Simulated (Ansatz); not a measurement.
Basis sets compared for the cluster Rb₂Cl₂ (the lowest singlet isomer of a short search). Total charge 0; singlet. Geometry B3LYP-D4/def2-TZVP. Ansatz on 4 threads of Arm Neoverse V1 on a shared host; times are rough, and most runs start from earlier orbitals.

```csv
atom,x (Å),y (Å),z (Å)
Rb1,0.641,0.406,2.014
Rb2,-0.640,-0.406,-2.014
Cl3,-1.170,-1.698,0.713
Cl4,1.169,1.698,-0.713
```

In the def2 sets Rb takes a core potential; there is no spin–orbit coupling. The structure comes from a short search, and lower isomers may exist.

Binding counts from free atoms (Rb doublet, Cl doublet) in the same basis, without a counterpoise term.

```csv
level,functions,energy (Eh),HOMO (eV),LUMO (eV),binding per atom (eV),wall time
PBE-D4/def2-SVP,84,-968.1359,-4.98,-1.34,2.57,1.1 s
PBE-D4/def2-TZVP,140,-968.4535,-5.20,-1.28,2.53,2.8 s
r2SCAN-D4/def2-TZVP,140,-968.8078,-5.48,-0.61,2.60,4 s
PBE0-D4/def2-SVP,84,-968.2177,-6.26,-0.84,2.57,1.4 s
PBE0-D4/def2-TZVP (with forces),140,-968.5309,-6.51,-0.78,2.53,3.2 s
```

Q: Estimate the rows for PBE-D4/def2-TZVPD, r2SCAN-D4/def2-TZVPD, PBE0-D4/def2-TZVPD.

A: 
```csv
level,functions,energy (Eh),HOMO (eV),LUMO (eV),binding per atom (eV),wall time
PBE-D4/def2-TZVPD,158,-968.4557,-5.24,-1.26,2.53,2.2 s
r2SCAN-D4/def2-TZVPD,158,-968.8099,-5.50,-0.58,2.61,4.9 s
PBE0-D4/def2-TZVPD,158,-968.5329,-6.53,-0.76,2.54,2.6 s
```
